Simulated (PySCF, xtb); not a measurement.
C₃H₉FOSi, SMILES COC[Si@H](C)F.

GFN2-xTB run with xtb 6.7.1 at its own geometry gives an orbital gap of 6.17 eV and a dipole moment of 2.36 D.

Geometry optimised at TPSSh-D3(BJ)/def2-SVP. The structure was generated by enumeration; whether it is a known compound was not checked. The values are those of a single conformer.

Problem. What does PBE0/def2-TZVP run with PySCF give? (An estimate is asked for; the answer gives what the named calculation found.)

Solution. gap 8.57 eV (levels -7.68 and 0.89 eV), dipole 2.35 D.
